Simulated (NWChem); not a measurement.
# C2H3ClOSi; SMILES [Si@@H]1(C=CO1)Cl

```xyz
8

Cl    -0.0353     1.8679    -0.2690
Si    -0.0790    -0.0123     0.5779
C     -1.0874    -1.3466    -0.1764
C      0.1142    -1.8937    -0.4547
O      1.1524    -1.0536    -0.0436
H      0.0165     0.1743     2.0405
H     -2.0766    -1.7384    -0.3558
H      0.4176    -2.8332    -0.9131
```
Atoms are numbered in this order, from 1.

Computed with NWChem. Coordinates come from a B3LYP/6-31G* (spherical d) optimisation. Level: PBE0/def2-SVP with SMD (1 M gas to 1 M solution), gas-phase geometry. Reactions with the solvent are ignored.

Task: Predict the results for solvent chloroform. Quantities: solvation free energy (kcal/mol); cavity-dispersion-structure term (kcal/mol); dipole in solution (D).

Result: 
```
Quantity                                     Value
-------------------------------------------  -----
solvation free energy (kcal/mol)              -3.3
cavity-dispersion-structure term (kcal/mol)   -0.7
dipole in solution (D)                        2.23
```
